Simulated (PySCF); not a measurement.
# H₄MoS, singlet: molecular constants

All numbers come from PySCF, PBE0, basis Mo def2-TZVP with ECP28, S def2-TZVP, H def2-TZVP (scalar-relativistic core potentials, no spin–orbit coupling, density fitting).

The structure is a minimum.

```
Point group                                                                   : Cs
Bond lengths                                                                  : Mo–H 1.656 Å (×2), Mo–H 1.662 Å, Mo–H 1.741 Å, Mo–S 2.059 Å
Bond angles                                                                   : H–Mo–H 58.2° (×2), H–Mo–H 114.7° (×2), H–Mo–H 115.3°, H–Mo–H 131.7°, H–Mo–S 95.2° (×2), H–Mo–S 109.6°, H–Mo–S 118.7°
Principal quadrupole moments (Buckingham, traceless) about the centre of mass : -3.57, 0.50, 3.07 D Å
Principal polarisabilities                                                    : 54.7, 56.7, 81.0 bohr³
Enthalpy at 298.15 K above 0 K                                                : 13.54 kJ/mol
Zero-point energy                                                             : 78.6 kJ/mol
Rotational symmetry number                                                    : 1
Entropy at 298.15 K and 1 bar                                                 : 285.2 J/(mol K)
Heat capacity Cp at 298.15 K                                                  : 65.5 J/(mol K)
Lowest empty level                                                            : -3.51 eV
Rotational constants                                                          : 1.641, 0.1535, 0.1502 cm⁻¹
Highest occupied level                                                        : -7.88 eV
Atomisation energy without zero-point energy                                  : 1393 kJ/mol
Dipole moment                                                                 : 1.00 D
```

Harmonic modes (masses in u: Mo 97.905, S 31.972, H 1.008):
```json
{"symmetry": "a''", "ω (cm⁻¹)": "240", "IR (km/mol)": "87.8", "μ (u)": "1.07", "type": "bend"}
{"symmetry": "a'", "ω (cm⁻¹)": "451", "IR (km/mol)": "16.8", "μ (u)": "1.09", "type": "bend"}
{"symmetry": "a'", "ω (cm⁻¹)": "568", "IR (km/mol)": "9.8", "μ (u)": "2.70", "type": "bend"}
{"symmetry": "a'", "ω (cm⁻¹)": "650", "IR (km/mol)": "61.3", "μ (u)": "1.42", "type": "bend"}
{"symmetry": "a''", "ω (cm⁻¹)": "677", "IR (km/mol)": "110", "μ (u)": "1.02", "type": "bend"}
{"symmetry": "a'", "ω (cm⁻¹)": "838", "IR (km/mol)": "71.5", "μ (u)": "1.08", "type": "bend"}
{"symmetry": "a''", "ω (cm⁻¹)": "851", "IR (km/mol)": "117", "μ (u)": "1.01", "type": "bend"}
{"symmetry": "a'", "ω (cm⁻¹)": "940", "IR (km/mol)": "52.1", "μ (u)": "1.04", "type": "bend"}
{"symmetry": "a'", "ω (cm⁻¹)": "1830", "IR (km/mol)": "267", "μ (u)": "1.02", "type": "stretch"}
{"symmetry": "a'", "ω (cm⁻¹)": "2010", "IR (km/mol)": "43.0", "μ (u)": "1.02", "type": "stretch"}
{"symmetry": "a'", "ω (cm⁻¹)": "2041", "IR (km/mol)": "38.5", "μ (u)": "1.02", "type": "stretch"}
{"symmetry": "a''", "ω (cm⁻¹)": "2049", "IR (km/mol)": "91.3", "μ (u)": "1.02", "type": "stretch"}
```

Charges (e):
```
atom  Mulliken  Löwdin  polar tensor  Mayer order to Mo1
 Mo1      0.27   -0.32          0.82                   –
  S2     -0.30    0.26         -0.38                2.36
  H3     -0.11   -0.08         -0.31                0.93
H4,6      0.03    0.04         -0.09                0.93
  H5      0.08    0.06          0.05                0.88
```

Mulliken populations on Mo1 (electrons outside its core potential): s 2.58, p 6.58, d 4.55, f 0.02.

Outer orbital energies (eV). occupied: -19.33, -11.55, -10.08, -9.80, -9.73, -9.05, -9.01, -7.88; empty: -3.51, -2.55, -1.99, -1.80.

This need not be the most stable arrangement of these atoms.

The final relaxation and frequency run took roughly 6 core-minutes on a shared host.
